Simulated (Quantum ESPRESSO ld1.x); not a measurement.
Values are calculated unless marked as measured or tabulated.
Pr3+, 56 electrons, occupied as [Xe] 4f2.

Level of theory: scalar-relativistic Kohn-Sham, relativistic LDA (MacDonald-Vosko exchange, VWN5 correlation), spin-unpolarised, spherical densities, point nucleus (ld1.x of Quantum ESPRESSO 7.5).

Energy parts (Ry):
total: -18429.497
kinetic: 19515.009
electron-nucleus: -44579.543
Hartree: 7022.194
exchange-correlation: -387.157

Orbitals (lengths in bohr, moments of r in powers of bohr; <r^-3> diverges for s and p1/2):
orbital  occ.  eigenvalue (Ry)      <r^2>  <r^-3>
1s          2         -3056.86  0.0007956       -
2s          2         -494.328    0.01261       -
2p          6         -443.255    0.01005    8416
3s          2         -108.491    0.08531       -
3p          6         -92.2540    0.08518    1700
3d         10         -69.3093    0.07237   233.4
4s          2         -23.3359     0.4377       -
4p          6         -18.0022     0.4936   371.8
4d         10         -10.3415     0.6071   42.07
4f          2         -2.22566      1.303   4.986
5s          2         -4.82770      2.416       -
5p          6         -3.46642      3.176   57.03

The highest occupied level is 4f at -30.282 eV. Summed over all electrons, <r^2> = 37.89 bohr^2, which gives a Langevin (diamagnetic) susceptibility term of -30 x 10^-6 cm^3/mol.
